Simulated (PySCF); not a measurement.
# Ar³⁺ (argon, charge +3) across methods

[Ne] 3s2 3p3, high-spin 4S determinant. Calculation: PySCF 2.14, in aug-cc-pwCVQZ (10s9p7d5f3g, 134 functions); the non-relativistic Hamiltonian (point nucleus). The B2PLYP total includes its PT2 part (frozen core); its orbital energies are those of the SCF part.

```json
{"method": "UHF", "E (hartree)": "-523.86538", "mean ε 3s α (eV)": "-79.847", "mean ε 3s β (eV)": "-67.428", "mean ε 3p α (eV)": "-59.219", "Σ⟨r²⟩ (bohr²)": "12.11", "⟨S²⟩": "3.751"}
{"method": "wB97X-V", "E (hartree)": "-524.3792", "mean ε 3s α (eV)": "-72.945", "mean ε 3s β (eV)": "-67.009", "mean ε 3p α (eV)": "-56.125", "Σ⟨r²⟩ (bohr²)": "12.05", "⟨S²⟩": "3.750"}
{"method": "PBE0", "E (hartree)": "-524.2990", "mean ε 3s α (eV)": "-70.484", "mean ε 3s β (eV)": "-64.050", "mean ε 3p α (eV)": "-53.737", "Σ⟨r²⟩ (bohr²)": "12.03", "⟨S²⟩": "3.750"}
{"method": "B2PLYP", "E (hartree)": "-524.3442", "mean ε 3s α (eV)": "-73.815", "mean ε 3s β (eV)": "-65.602", "mean ε 3p α (eV)": "-55.638", "Σ⟨r²⟩ (bohr²)": "12.07", "⟨S²⟩": "3.751"}
{"method": "LDA", "E (hartree)": "-522.8337", "mean ε 3s α (eV)": "-66.787", "mean ε 3s β (eV)": "-62.606", "mean ε 3p α (eV)": "-51.527", "Σ⟨r²⟩ (bohr²)": "12.06", "⟨S²⟩": "3.750"}
{"method": "r2SCAN", "E (hartree)": "-524.4249", "mean ε 3s α (eV)": "-68.649", "mean ε 3s β (eV)": "-62.362", "mean ε 3p α (eV)": "-52.380", "Σ⟨r²⟩ (bohr²)": "12.04", "⟨S²⟩": "3.750"}
{"method": "MN15", "E (hartree)": "-524.4344", "mean ε 3s α (eV)": "-69.999", "mean ε 3s β (eV)": "-64.519", "mean ε 3p α (eV)": "-54.534", "Σ⟨r²⟩ (bohr²)": "11.97", "⟨S²⟩": "3.750"}
{"method": "PBE", "E (hartree)": "-524.2576", "mean ε 3s α (eV)": "-67.050", "mean ε 3s β (eV)": "-62.327", "mean ε 3p α (eV)": "-51.609", "Σ⟨r²⟩ (bohr²)": "12.03", "⟨S²⟩": "3.750"}
```
